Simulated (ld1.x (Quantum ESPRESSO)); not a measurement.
## Pseudopotential generation for phosphorus: ultrasoft, PBE, non-relativistic.

P, ultrasoft, made with ld1.x (Quantum ESPRESSO) 7.5 (PBE, non-relativistic). Core [Ne], reference 3s2 3p2 (charge +1). Waves: 3s (bound): rcut 1.15, rcutus 1.45 bohr; 3s channel at -0.85 Ry: rcut 1.15, rcutus 1.45 bohr; 3p (bound): rcut 1.20, rcutus 1.45 bohr; 3p channel at -0.45 Ry: rcut 1.20, rcutus 1.45 bohr; 3d channel at 0.45 Ry: rcut 1.25, rcutus 1.50 bohr; 3d channel at 0.9 Ry: rcut 1.25, rcutus 1.50 bohr. Local part: all-electron potential smoothed inside 1.40 bohr (lloc = -1). Core correction: a·sin(br)/r model core inside 1.20 bohr. Augmentation charge: PSQ, inside the norm-conserving radii.

All-electron outer shells of the reference configuration (PBE, non-relativistic, ld1.x):

| shell | level (eV) | outermost node (bohr) | outermost maximum (bohr) |
| --- | --- | --- | --- |
| 3s | -23.21 | 0.66 | 1.56 |
| 3p | -14.23 | 0.64 | 1.76 |

Results:

| Property | Result |
| --- | --- |
| Cutoffs needed | 18 Ry and 30 Ry (the cutoffs (Ry, on a coarse ladder) from which the occupation-weighted sum of valence levels, in a spherical-Bessel basis at the reference potential, stays within 10 and 1 mRy of its value at 400 Ry) |
| Ghost test | no extra level below or beside the all-electron valence levels (s, p, d, f tested) (spherical-Bessel basis up to 400 Ry, 20 bohr box) |
| Largest excitation error | +4.8 meV (all-electron minus pseudo) for 3s0 3p5, out of 7 test configurations |
| Lowest eigenvalue of the overlap operator | 0.49 (s channel) |
| Density cutoff estimated by the generator | 243 Ry |

Generation and tests took about 0.79 s on one core of a shared server CPU.
